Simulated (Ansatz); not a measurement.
One geometry of As2Se, several levels of theory.

```yaml
crystal:
  periodic: [false, false, false]
  atoms:
    - {symbol: As, position_ang: [-0.450100, 0.767215, -0.971456]}
    - {symbol: As, position_ang: [0.940468, 0.563250, 0.729724]}
    - {symbol: Se, position_ang: [-0.490368, -1.330465, 0.241733]}
basis:
  gaussian: {orbitals: def2-TZVP, initial_orbitals: start.molden}
hamiltonian: {xc: pbe, dispersion: d4}
scf: {omitted_lower_state_checks: [starts]}
output: {orbitals: {seedname: orbitals}}
```

The file start.molden holds the orbitals of an earlier run on this structure, at another level or in another basis.

```sh
$ ansatz run in.yaml --threads 4 --pin off --events-out ev --progress --plain --max-ram 3916MiB
```

It prints (some lines left out):

```
Functional definition: PBE
1133 factors; their error is unknown
mean field evaluation 1: about -187005.3169 eV, gradient 1.3e1 eV
mean field evaluation 2: about -187005.4314 eV, gradient 1.5e-1 eV
mean field evaluation 4: about -187005.4012 eV, gradient 1.9e-4 eV
mean field evaluation 8: about -187005.4012 eV, gradient 1.2e-5 eV
mean field -187005.40121751 eV, -6872.3217379300 hartree, gradient 1.2e-5 eV, S^2 0.000000; 0 other end points of the search recorded, 0 dependent functions left out
reference -187005.40124416 eV, -6872.3217389091 hartree; 50, 50 occupied and 94, 94 virtual orbitals, 1133 factors
Total energy: -187005.54151285 eV, -6872.3268936887 hartree
Checks for a lower state left out: starts
```

It took 1.6 s on 4 threads of Intel Xeon Platinum 8259CL on a shared host.

As the first input, with `gaussian: {orbitals: def2-TZVPP, initial_orbitals: start.molden}`, `correlation: {method: ccsd_t}` and without the key `hamiltonian` (abridged; 15 s):

```
Functional definition: HF
mean field evaluation 16: about -186886.2213 eV, gradient 1.5e1 eV
mean field evaluation 32: about -186891.0768 eV, gradient 2.1e-2 eV
mean field -186894.98344457 eV, -6868.2639596183 hartree, gradient 1.5e-6 eV, S^2 0.000000; unrestricted orbitals would lower it
27 core orbitals not correlated: weight in the atoms' cores, before any rotation towards them, 1.000 or more for the frozen orbitals, at most 0.000 for the correlated occupied ones
second order -21.30882777 eV of doubles, -0.00000000 eV of singles
cycle   1  -20.21616995 eV  change     1.1e0 eV  update   1.3e-1
cycle   2  -20.93795907 eV  change   -7.2e-1 eV  update   4.5e-2
cycle   3  -21.05626326 eV  change   -1.2e-1 eV  update   2.0e-2
cycle   4  -21.03482402 eV  change    2.1e-2 eV  update   6.0e-3
cycle   5  -21.03916622 eV  change   -4.3e-3 eV  update   2.7e-3
cycle   6  -21.04109017 eV  change   -1.9e-3 eV  update   6.3e-4
cycle   7  -21.04048217 eV  change    6.1e-4 eV  update   2.5e-4
cycle   8  -21.04055801 eV  change   -7.6e-5 eV  update   8.6e-5
cycle   9  -21.04056937 eV  change   -1.1e-5 eV  update   3.1e-5
perturbative correction -1.11430669 eV, -0.0409500155 hartree
Total energy: -186917.13832063 eV, -6869.0781362962 hartree
Checks for a lower state left out: starts
```

The first input with `gaussian: {orbitals: def2-TZVPD, initial_orbitals: start.molden}` (abridged; 2.3 s):

```
Functional definition: PBE
mean field -187005.44879239 eV, -6872.3234862743 hartree, gradient 1.4e-5 eV, S^2 0.000000
Total energy: -187005.58909755 eV, -6872.3286423941 hartree
Checks for a lower state left out: starts
```

Geometry: PBE0-D4/def2-TZVP.

Correlated methods freeze 27 core orbitals; core or outer-core shells of As, Se are correlated, in sets that lack core-valence functions. At CCSD(T)/def2-TZVPP the restricted singlet (for correlated methods, its reference) is unstable: a solution with broken spin symmetry lies lower. The restricted singlet is unstable towards broken spin symmetry at other levels; at PBE-D4/def2-TZVPD this wasn't settled. The structure comes from a short search, and lower isomers may exist.
